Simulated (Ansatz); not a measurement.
All values below come from frozen-core CCSD(T)/def2-TZVPP // CAM-B3LYP-D3(BJ)/def2-TZVP in Ansatz (a first-principles code).

Ansatz 0.2 input:
```yaml
crystal:
  periodic: [false, false, false]
  atoms:
    - { symbol: I, position_ang: [2.103083, -0.199555, 0.027955] }
    - { symbol: B, position_ang: [0.000123, 0.000327, -0.000574] }
    - { symbol: I, position_ang: [-0.879843, 1.920997, -0.01137] }
    - { symbol: I, position_ang: [-1.223364, -1.72177, -0.016011] }
basis:
  gaussian: { orbitals: def2-TZVPP }
correlation:
  method: ccsd_t
```

Output:

```
Functional definition: HF
1642 factors; integrals over basis functions are off by at most 9.1e-4 eV
mean field evaluation 1: about -24890.1148 eV, gradient 1.7e1 eV
mean field evaluation 2: about -24890.1576 eV, gradient 1.7e1 eV
mean field evaluation 4: about -24891.4139 eV, gradient 3.0e0 eV
mean field evaluation 8: about -24891.4626 eV, gradient 5.0e-4 eV
mean field evaluation 16: about -24891.3593 eV, gradient 3.0e0 eV
mean field -24891.46261897 eV, -914.7443792079 hartree, gradient 1.5e-6 eV, S^2 0.000000; 0 other end points of the search recorded, 0 dependent functions left out
13 core orbitals not correlated
reference -24891.46261897 eV, -914.7443792079 hartree; 27, 27 occupied and 141, 141 virtual orbitals, 1642 factors
second order -43.40078965 eV of doubles, -0.00000000 eV of singles
cycle   1  -39.70363523 eV  change     3.7e0 eV  update   1.4e-1
cycle   2  -40.73335663 eV  change    -1.0e0 eV  update   4.3e-2
cycle   3  -40.90277099 eV  change   -1.7e-1 eV  update   2.0e-2
cycle   4  -40.84256828 eV  change    6.0e-2 eV  update   6.9e-3
cycle   5  -40.83675120 eV  change    5.8e-3 eV  update   3.6e-3
cycle   6  -40.84110280 eV  change   -4.4e-3 eV  update   8.7e-4
cycle   7  -40.84029957 eV  change    8.0e-4 eV  update   2.5e-4
cycle   8  -40.84008547 eV  change    2.1e-4 eV  update   5.2e-5
cycle   9  -40.84015568 eV  change   -7.0e-5 eV  update   2.1e-5
cycle  10  -40.84016518 eV  change   -9.5e-6 eV  update   5.2e-6
perturbative correction -1.08654494 eV, -0.0399297899 hartree
Total energy: -24933.38932909 eV, -916.2851573856 hartree
```

Cost: very roughly 9 core-minutes.
